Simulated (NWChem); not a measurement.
System: KF; SMILES [K][F]

Here is an NWChem input.

```
start job
memory heap 200 mb stack 900 mb global 1100 mb
geometry units angstroms noautosym nocenter noautoz
  K      0.000000     0.000000    -0.708440
  F      0.000000     0.000000     1.430582
end
basis spherical
  * library def2-svp
end
dft
  xc xpbe96 cpbe96
  iterations 150
  vectors input atomic output neutral.movecs
end
task dft energy
charge 1
dft
  odft
  mult 2
  vectors input atomic output cation.movecs
end
task dft energy
```

Parts of the log:

```
             Northwest Computational Chemistry Package (NWChem) 7.3.0
             --------------------------------------------------------

                             Geometry "geometry" -> ""
                             -------------------------

 Output coordinates in angstroms (scale by  1.889725989 to convert to a.u.)

  No.       Tag          Charge          X              Y              Z
 ---- ---------------- ---------- -------------- -------------- --------------
    1 K                   19.0000     0.00000000     0.00000000    -0.70844000
    2 F                    9.0000     0.00000000     0.00000000     1.43058200

 Effective nuclear repulsion energy (a.u.)      42.3040574519

  pbe96 is a nonlocal functional; adding pw91lda local functional.

                                 NWChem DFT Module
                                 -----------------

 Summary of "ao basis" -> "ao basis" (spherical)
 ------------------------------------------------------------------------------
       Tag                 Description            Shells   Functions and Types
 ---------------- ------------------------------  ------  ---------------------
 K                          def2-svp                10       24   5s3p2d
 F                          def2-svp                 6       14   3s2p1d

            General Information
            -------------------
          SCF calculation type: DFT
          Wavefunction type:  closed shell.
          No. of atoms     :     2
          No. of electrons :    28
           Alpha electrons :    14
            Beta electrons :    14
          Charge           :     0
          Spin multiplicity:     1
          Use of symmetry is: off; symmetry adaption is: off
          Maximum number of iterations: 150
          AO basis - number of functions:    38
                     number of shells:    16
          Convergence on energy requested:  1.00D-06
          Convergence on density requested:  1.00D-05
          Convergence on gradient requested:  5.00D-04

              XC Information
              --------------
          PerdewBurkeErnzerhof Exchange Functional  1.000
            Perdew 1991 LDA Correlation Functional  1.000 local
           PerdewBurkeErnz. Correlation Functional  1.000 non-local

             Grid Information
             ----------------
          Grid used for XC integration:  medium
          Radial quadrature: Mura-Knowles
          Angular quadrature: Lebedev.
          Tag              B.-S. Rad. Rad. Pts. Rad. Cut. Ang. Pts.
          ---              ---------- --------- --------- ---------
          K                   2.20      112          14.0       590
          F                   0.50       49           8.0       434
          Grid pruning is: on
          Number of quadrature shells:   161
          Spatial weights used:  Erf1

      Superposition of Atomic Density Guess
      -------------------------------------

 Sum of atomic energies:        -698.36988327

      Non-variational initial energy
      ------------------------------

 Total energy =    -698.063538
 1-e energy   =   -1046.891372
 2-e energy   =     306.523777
 HOMO         =      -0.614058
 LUMO         =      -0.051641

   convergence    iter        energy       DeltaE   RMS-Dens  Diis-err
 ---------------- ----- ----------------- --------- --------- ---------
 d= 0,ls=0.0,diis     1   -699.2168518138 -7.42D+02  1.24D-01  9.42D-01
 d= 0,ls=0.0,diis     2   -688.5352276234  1.07D+01  1.22D-01  2.57D+01
 d= 0,ls=0.0,diis     3   -699.3057880050 -1.08D+01  1.55D-02  1.43D-01
 d= 0,ls=0.0,diis     4   -699.3258984956 -2.01D-02  2.01D-03  9.72D-03
 d= 0,ls=0.0,diis     5   -699.3269570436 -1.06D-03  4.84D-04  1.43D-03
  Resetting Diis
 d= 0,ls=0.0,diis     6   -699.3270802606 -1.23D-04  2.97D-04  1.93D-04
 d= 0,ls=0.0,diis     7   -699.3271006522 -2.04D-05  3.69D-05  1.60D-07
 d= 0,ls=0.0,diis     8   -699.3271005362  1.16D-07  2.32D-05  1.39D-06
 d= 0,ls=0.0,diis     9   -699.3271006703 -1.34D-07  1.36D-06  2.55D-09

         Total DFT energy =     -699.327100670343
      One electron energy =    -1050.410313148617
           Coulomb energy =      352.503827035878
    Exchange-Corr. energy =      -43.724672009537
 Nuclear repulsion energy =       42.304057451933

 Numeric. integr. density =       28.000013861700

                       DFT Final Molecular Orbital Analysis
                       ------------------------------------

 Vector   12  Occ=2.000000D+00  E=-1.510685D-01
              MO Center=  7.8D-09, -9.6D-09,  1.4D+00, r^2= 7.6D-01
   Bfn.  Coefficient  Atom+Function         Bfn.  Coefficient  Atom+Function
  ----- ------------  ---------------      ----- ------------  ---------------
    28      0.479589  2 F  px                29      0.408016  2 F  py
    31     -0.347413  2 F  px                32     -0.295566  2 F  py
    12     -0.097473  1 K  px                23      0.092702  1 K  d  1
    13     -0.082926  1 K  py                21     -0.078867  1 K  d -1
     9      0.054936  1 K  px                10      0.046737  1 K  py

 Vector   13  Occ=2.000000D+00  E=-1.510685D-01
              MO Center=  1.2D-07, -1.4D-07,  1.4D+00, r^2= 7.6D-01
   Bfn.  Coefficient  Atom+Function         Bfn.  Coefficient  Atom+Function
  ----- ------------  ---------------      ----- ------------  ---------------
    29      0.479589  2 F  py                28     -0.408016  2 F  px
    32     -0.347413  2 F  py                31      0.295566  2 F  px
    13     -0.097473  1 K  py                21     -0.092702  1 K  d -1
    12      0.082926  1 K  px                23     -0.078867  1 K  d  1
    10      0.054936  1 K  py                 9     -0.046737  1 K  px

 Vector   14  Occ=2.000000D+00  E=-1.458147D-01
              MO Center= -1.3D-09,  1.3D-09,  1.3D+00, r^2= 1.0D+00
   Bfn.  Coefficient  Atom+Function         Bfn.  Coefficient  Atom+Function
  ----- ------------  ---------------      ----- ------------  ---------------
    30      0.638122  2 F  pz                33     -0.480070  2 F  pz
     4      0.248706  1 K  s                 11     -0.157360  1 K  pz
     5     -0.146313  1 K  s                  3     -0.140165  1 K  s
    17      0.081950  1 K  d  0              14     -0.071077  1 K  pz
     8      0.047545  1 K  pz                 2      0.036086  1 K  s

 Vector   15  Occ=0.000000D+00  E=-5.831849D-02
              MO Center=  5.4D-08, -8.1D-08, -1.8D+00, r^2= 8.0D+00
   Bfn.  Coefficient  Atom+Function         Bfn.  Coefficient  Atom+Function
  ----- ------------  ---------------      ----- ------------  ---------------
     4      0.812675  1 K  s                 14     -0.387977  1 K  pz
     3     -0.330665  1 K  s                  5      0.182634  1 K  s
    11      0.150409  1 K  pz                30     -0.089685  2 F  pz
    33      0.072830  2 F  pz                 2      0.060461  1 K  s
     8     -0.042462  1 K  pz                27     -0.035047  2 F  s

 Vector   16  Occ=0.000000D+00  E= 1.119820D-02
              MO Center=  3.9D-08, -6.8D-08, -1.1D+00, r^2= 8.4D+00
   Bfn.  Coefficient  Atom+Function         Bfn.  Coefficient  Atom+Function
  ----- ------------  ---------------      ----- ------------  ---------------
    12      0.762278  1 K  px                13      0.658471  1 K  py
     9     -0.212128  1 K  px                10     -0.183241  1 K  py
    23      0.151320  1 K  d  1              21     -0.130713  1 K  d -1
    28      0.065578  2 F  px                 6      0.058053  1 K  px
    29      0.056648  2 F  py                31     -0.052328  2 F  px

 Vector   17  Occ=0.000000D+00  E= 1.119821D-02
              MO Center=  7.9D-07, -9.2D-07, -1.1D+00, r^2= 8.4D+00
   Bfn.  Coefficient  Atom+Function         Bfn.  Coefficient  Atom+Function
  ----- ------------  ---------------      ----- ------------  ---------------
    13      0.762278  1 K  py                12     -0.658471  1 K  px
    10     -0.212128  1 K  py                 9      0.183241  1 K  px
    21     -0.151320  1 K  d -1              23     -0.130713  1 K  d  1
    29      0.065578  2 F  py                 7      0.058053  1 K  py
    28     -0.056648  2 F  px                32     -0.052328  2 F  py

     Multipole analysis of the density
     ---------------------------------

     L   x y z        total         alpha         beta         nuclear
     -   - - -        -----         -----         ----         -------
     0   0 0 0     -0.000000    -14.000000    -14.000000     28.000000

     1   1 0 0     -0.000000     -0.000000     -0.000000      0.000000
     1   0 1 0      0.000001      0.000000      0.000000      0.000000
     1   0 0 1     -2.827230     -0.860755     -0.860755     -1.105720

     2   2 0 0    -12.570608     -6.285304     -6.285304      0.000000
     2   1 1 0     -0.000001     -0.000000     -0.000000      0.000000
     2   1 0 1     -0.000001     -0.000000     -0.000000      0.000000
     2   0 2 0    -12.570608     -6.285304     -6.285304      0.000000
     2   0 1 1      0.000001      0.000000      0.000000      0.000000
     2   0 0 2    -16.145179    -57.987036    -57.987036     99.828893

                                 NWChem DFT Module
                                 -----------------

            General Information
            -------------------
          SCF calculation type: DFT
          Wavefunction type:  spin polarized.
          No. of atoms     :     2
          No. of electrons :    27
           Alpha electrons :    14
            Beta electrons :    13
          Charge           :     1
          Spin multiplicity:     2
          Use of symmetry is: off; symmetry adaption is: off
          Maximum number of iterations: 150
          AO basis - number of functions:    38
                     number of shells:    16
          Convergence on energy requested:  1.00D-06
          Convergence on density requested:  1.00D-05
          Convergence on gradient requested:  5.00D-04

[...]
```

Level: PBE/def2-SVP, vertical spin-unrestricted ions. The geometry was optimised at PBE0/def2-SVP.
